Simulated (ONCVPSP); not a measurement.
Reading a pseudo-wave (Al (Z = 13))

Columns: radius, all-electron u(r) and pseudo u(r) of the 3p shell (level -2.79 eV) of aluminium in the configuration [Ne] 3s2 3p1; LDA (Perdew-Zunger), scalar-relativistic, ONCV scheme, ONCVPSP 4.0.1.

```json
{"r (bohr)": "0.123", "all-electron": "-0.0986", "pseudo": "0.0035"}
{"r (bohr)": "0.245", "all-electron": "-0.1935", "pseudo": "0.0137"}
{"r (bohr)": "0.368", "all-electron": "-0.2181", "pseudo": "0.0309"}
{"r (bohr)": "0.490", "all-electron": "-0.1887", "pseudo": "0.0542"}
{"r (bohr)": "0.613", "all-electron": "-0.1281", "pseudo": "0.0836"}
{"r (bohr)": "0.735", "all-electron": "-0.0534", "pseudo": "0.1176"}
{"r (bohr)": "0.858", "all-electron": "0.0264", "pseudo": "0.1557"}
{"r (bohr)": "0.980", "all-electron": "0.1043", "pseudo": "0.1961"}
{"r (bohr)": "1.103", "all-electron": "0.1781", "pseudo": "0.2385"}
{"r (bohr)": "1.225", "all-electron": "0.2448", "pseudo": "0.2815"}
{"r (bohr)": "1.348", "all-electron": "0.3049", "pseudo": "0.3247"}
{"r (bohr)": "1.470", "all-electron": "0.3571", "pseudo": "0.3666"}
{"r (bohr)": "1.593", "all-electron": "0.4025", "pseudo": "0.4066"}
{"r (bohr)": "1.715", "all-electron": "0.4406", "pseudo": "0.4426"}
{"r (bohr)": "1.838", "all-electron": "0.4725", "pseudo": "0.4740"}
{"r (bohr)": "1.960", "all-electron": "0.4981", "pseudo": "0.4996"}
{"r (bohr)": "2.083", "all-electron": "0.5184", "pseudo": "0.5195"}
{"r (bohr)": "2.205", "all-electron": "0.5335", "pseudo": "0.5341"}
{"r (bohr)": "2.328", "all-electron": "0.5443", "pseudo": "0.5444"}
{"r (bohr)": "2.450", "all-electron": "0.5509", "pseudo": "0.5509"}
{"r (bohr)": "2.573", "all-electron": "0.5541", "pseudo": "0.5541"}
{"r (bohr)": "2.695", "all-electron": "0.5541", "pseudo": "0.5541"}
{"r (bohr)": "2.818", "all-electron": "0.5515", "pseudo": "0.5515"}
{"r (bohr)": "2.940", "all-electron": "0.5465", "pseudo": "0.5465"}
{"r (bohr)": "3.063", "all-electron": "0.5396", "pseudo": "0.5396"}
{"r (bohr)": "3.185", "all-electron": "0.5311", "pseudo": "0.5310"}
```

**Question.** How many radial nodes do the two functions have?

**Answer.** The all-electron 3p function has n − l − 1 = 1; the pseudo-wave has 0, since the states of the same l below it are removed with the core.

**Question.** At about which radius was the pseudo-wave matched?

**Answer.** 2.45 bohr. The columns agree to 0.0005 from 2.33 bohr on; several derivatives are matched, so the curves merge somewhat inside the radius.

**Question.** Is the pseudo-wave norm-conserving?

**Answer.** Yes: the ONCV scheme keeps the norm inside the radius equal to the all-electron one, which fixes the energy derivative of the logarithmic derivative at the level.
